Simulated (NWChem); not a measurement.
# YF₃; SMILES [F][Y]([F])[F]

Results from NWChem. All runs use the structure optimised with PBE0/def2-SVP. def2 effective core potentials on Y; no spin-orbit coupling. Level PBE/def2-SVP: energy and gradient; each run changes one setting, and changes count from the defaults (medium grid, exact Coulomb integrals, symmetry on).

```
setting                              size of the energy change (μHa)  largest change of a gradient component (μHa/bohr)  time, defaults = 1 (rough)
-----------------------------------  -------------------------------  -------------------------------------------------  --------------------------
defaults                                                        < 10                                               < 30                     about 1
Coulomb fitting, Weigend set                                     200                                                 50                         0.4
extra-fine grid                                                 < 10                                               < 30                     about 1
coarse grid                                                      100                                                200                     about 1
symmetry off                                                    < 10                                        other frame                           2
tight SCF thresholds and tolerances                             < 10                                               < 30                           2
```
